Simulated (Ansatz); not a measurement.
Gas-phase electronic energies from Ansatz, PBE0-D4/def2-TZVP geometries. CBS: MP2 limit from def2 TZ/QZ plus the TZ coupled-cluster correction, frozen cores. Elements past krypton have def2 core potentials. For Ge, Sn outer-core shells are correlated without core-valence functions, which leaves a few kJ/mol of doubt a bond. Scalar relativity is left out up to krypton.

`C[C](F)(Cl)[SnH3]` + `C=[N][GeH3]` → `C=[N][SnH3]` + `C[C](F)(Cl)[GeH3]`  (redistribution)

```json
{"species": "`C[C](F)(Cl)[SnH3]`", "SCS-MP2/def2-QZVPP energy (Eh)": "-852.92914"}
{"species": "`C=[N][GeH3]`", "SCS-MP2/def2-QZVPP energy (Eh)": "-2171.52148"}
{"species": "`C=[N][SnH3]`", "SCS-MP2/def2-QZVPP energy (Eh)": "-309.45568"}
{"species": "`C[C](F)(Cl)[GeH3]`", "SCS-MP2/def2-QZVPP energy (Eh)": "-2714.99471"}
```

Work out ΔE.

ΔE = (-309.45568) + (-2714.99471) − (-852.92914) − (-2171.52148) = 0.00023 Eh = +0.6 kJ/mol. CCSD(T)/CBS gives -0.4 kJ/mol.

Largest T1 diagnostic among the species: 0.014.
